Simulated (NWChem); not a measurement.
Species: C₂H₇S cation; SMILES C(C)[SH2+]

```xyz
10

C      0.3499    -1.6839     0.0000
C     -0.6648    -0.5614     0.0000
S      0.0497     1.1574     0.0000
H      0.9900    -1.6756    -0.9046
H      0.9900    -1.6756     0.9046
H     -0.2096    -2.6422     0.0000
H     -1.3216    -0.5405    -0.8950
H     -1.3216    -0.5405     0.8950
H      0.9834     1.0144     0.9973
H      0.9834     1.0144    -0.9973
```
Atoms are numbered in this order, from 1.

Computed with NWChem. Pople sets run with spherical d functions. Structure relaxed at the PBE-D3(BJ)/def2-SVP level. Vertical excitations in the gas phase; the lowest state need not have the same character in each row.

```csv
level,"lowest excitation, singlet (eV)","lowest state with f > 0.02, singlet (eV)",orbital gap (eV)
"PBE/6-31+G*, TDA",6.96,7.22,6.83
"B3LYP/6-31+G*, TDA",7.75,7.85,8.70
"LDA (Slater exchange, VWN5)/6-31+G*, TDA",6.82,7.13,6.72
"CAM-B3LYP/6-31+G*, TDA",[?],[?],[?]
```

Q: Fill in the missing entries.

A: 
- CAM-B3LYP/6-31+G*, TDA, lowest excitation, singlet (eV): 8.22
- CAM-B3LYP/6-31+G*, TDA, lowest state with f > 0.02, singlet (eV): 8.30
- CAM-B3LYP/6-31+G*, TDA, orbital gap (eV): 11.62
